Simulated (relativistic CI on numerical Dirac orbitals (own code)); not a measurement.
**Ti3+ in a cubic cluster: 2p photoemission with charge transfer**

Computed with a charge-transfer multiplet model of a cubic metal-ligand cluster with up to 2 ligand holes, Slater and spin-orbit integrals from Dirac-Coulomb-Breit ions, Slater integrals scaled by 0.9. The ground state mixes d1 with configurations of k ligand holes L, whose averages lie at kΔ + k(k − 1)U_dd/2; a core hole lowers each added d electron by U_cd. 300 K, Lorentzian 0.6 eV and Gaussian 0.8 eV FWHM.

Atomic integrals in eV (Slater integrals scaled, ζ unscaled), ground: F2dd 7.400, F4dd 4.602, zeta_d 0.017; with the core hole: F2dd 7.400, F4dd 4.602, zeta_d 0.032, zeta_core 3.741, F2cd 5.699, G1cd 4.259, G3cd 2.418. Where a configuration has fewer than two d electrons, the dd integrals are those of d2.

Cluster parameters (eV): Δ = 6.5, U_dd = 5.4, U_cd = 6.5, 10Dq = 1.7, 10Dq(ligand) = 0.1, final-state hopping factor = 0.8.

```csv
Case,n_d,d1,d2L,d3L2,S
"V(eg) = 1.75 eV, V(t2g) = -0.76 eV",1.23,0.79,0.20,0.01,0.50
"V(eg) = 2.35 eV, V(t2g) = -1.02 eV",1.33,0.69,0.28,0.03,0.50
"V(eg) = 3.25 eV, V(t2g) = -1.41 eV",1.47,0.58,0.37,0.05,0.50
```

Weights, n_d and S are thermal averages at 300 K. Binding energies count from the first peak over 30 % of the highest in each spectrum, which can be another peak from case to case. The parameters are a model scan and need not match a compound or its usual spin state. Peaks in eV (height, largest 100):
- V(eg) = 1.75 eV, V(t2g) = -0.76 eV: 0.0 (100), 6.3 (64), 12.2 (10)
- V(eg) = 2.35 eV, V(t2g) = -1.02 eV: 0.0 (100), 6.2 (47), 13.8 (7)
- V(eg) = 3.25 eV, V(t2g) = -1.41 eV: 0.0 (100), 5.8 (38), 10.0 (13)

For the case V(eg) = 2.35 eV, V(t2g) = -1.02 eV, Δ = 6.5 eV is larger than U_dd = 5.4 eV, the Mott-Hubbard side of the Zaanen-Sawatzky-Allen scheme. With the core hole the average of the configuration with one ligand hole lies at Δ − U_cd = 0.0 eV before mixing: the effective hopping of about 4.1 eV (from the holes of the mixed ground state) is comparable with this gap or larger, so the configurations mix strongly.
